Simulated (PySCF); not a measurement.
Computed shifts of a molecule C3H7NSi, PBE/pcSseg-1 (PySCF), GIAO, gas phase, atoms alike by connectivity averaged where their shifts nearly agree, in ppm (number of nuclei): ¹³C: 221.8 (1), 111.0 (1), 96.7 (1). ¹⁵N: 44.3 (1). ²⁹Si: -61.5 (1). ¹H: 6.71 (1), 6.20 (2), 4.93 (3), 1.43 (1). References: ¹³C against TMS (σ = 182.0 ppm); ¹⁵N against NH3 (σ = 267.0 ppm); ²⁹Si against TMS (σ = 335.4 ppm); ¹H against TMS (σ = 31.49 ppm), references at their B3LYP-D3(BJ)/def2-TZVP geometries, non-relativistic. Geometry: ωB97X-D3(BJ)/def2-SVP. Other conformers were not sampled.

**Question.** Which molecule gave these data?
(A) C[Si@@H]1C=NC1
(B) C=C=CN[SiH3]
(C) [SiH3]N1C=CC1
(D) C=C=C[SiH2]N

**Answer.** B, C=C=CN[SiH3]
